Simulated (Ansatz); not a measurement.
C5H5AgBrN (`[Br][Ag-][n+]1ccccc1`). The species carries charge 0 and has multiplicity 1. Ag: def2 effective core potential. All single points use the PBE0-D4/def2-TZVP geometry. It is one conformer, not always the lowest.

```xyz
13

Br    1.161   -4.573    2.561
Ag    0.644   -2.532    1.418
N     0.181   -0.706    0.396
C    -0.545    0.246    0.990
C    -0.867    1.436    0.366
C    -0.421    1.654   -0.927
C     0.331    0.670   -1.546
C     0.609   -0.492   -0.851
H    -0.875    0.038    2.001
H    -1.458    2.174    0.892
H    -0.657    2.576   -1.444
H     0.703    0.793   -2.555
H     1.195   -1.285   -1.301
```

Task: What is the dipole moment at PBE/def2-TZVPP? (Estimate.)

Result: Ansatz gave: 10.60 D, with components (-2.29, 9.03, -5.06) D in this frame, pointing from negative to positive charge.

Task: And with r2SCAN, B3LYP, ωB97M-V? (An estimate is asked.)

Result: Ansatz gave: r2SCAN 10.96 D, B3LYP 11.10 D, ωB97M-V 11.50 D.

Task: Give the Mulliken charges with PBE, r2SCAN, B3LYP in def2-TZVPP. (An estimate is asked.)

Result: Ansatz gave: 
```
atom    PBE  r2SCAN  B3LYP
 Br1  -0.41   -0.45  -0.45
 Ag2   0.06    0.14   0.14
  N3  -0.09   -0.22  -0.18
  C4   0.02    0.10   0.04
  C5  -0.08   -0.09  -0.11
  C6  -0.09   -0.05  -0.08
  C7  -0.08   -0.09  -0.11
  C8   0.02    0.10   0.04
  H9   0.13    0.11   0.15
 H10   0.13    0.11   0.14
 H11   0.13    0.11   0.15
 H12   0.13    0.11   0.14
 H13   0.13    0.11   0.15
```

B3LYP here is the variant with VWN-RPA as its local correlation; programs differ in this.
